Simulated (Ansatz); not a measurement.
Ansatz (a quantum-chemistry and plane-wave program) input (SVWN5/def2-TZVPD):

Ansatz 0.2 input:
```yaml
crystal:
  periodic: [false, false, false]
  atoms:
    - {symbol: Ge, position_ang: [-0.08477720, -0.07437620, -0.00531560]}
    - {symbol: O, position_ang: [-1.30740316, -1.14700261, -0.08197526]}
    - {symbol: F, position_ang: [-0.02643976, 1.54895718, -0.55155935]}
    - {symbol: F, position_ang: [1.49000595, -0.26495060, 0.64332616]}
basis:
  gaussian:
    orbitals: def2-TZVPD
hamiltonian:
  xc: {name: SVWN5}
magnetization: {spin_polarized: true, initial_magnetization: 2}
```

Output:

```
Functional definition: SVWN5
integrals: 0.09 GiB planned
951 factors; their error is unknown
mean field: 0.75 GiB planned
mean field evaluation 1: about -63859.6850 eV, gradient 4.6e1 eV
mean field evaluation 2: about -63829.5766 eV, gradient 1.1e2 eV
mean field evaluation 4: about -63864.8751 eV, gradient 1.2e1 eV
mean field evaluation 8: about -63865.4549 eV, gradient 2.1e-1 eV
mean field evaluation 16: about -63865.4492 eV, gradient 3.4e-4 eV
mean field evaluation 32: about -63865.4490 eV, gradient 4.7e-2 eV
mean field evaluation 64: about -63863.9150 eV, gradient 1.6e0 eV
mean field evaluation 96: about -63861.9291 eV, gradient 5.5e0 eV
mean field -63865.44924137 eV, -2347.0119700639 hartree, gradient 1.3e-5 eV, S^2 2.002929; 11 other end points of the search recorded, 0 dependent functions left out
reference -63865.44929194 eV, -2347.0119719226 hartree; 30, 28 occupied and 144, 146 virtual orbitals, 951 factors
Total energy: -63865.44929194 eV, -2347.0119719226 hartree
```

This state (charge 0, triplet) is run at the relaxed geometry of the species with charge 0 and multiplicity 1, and is a spin state other than that species' own.
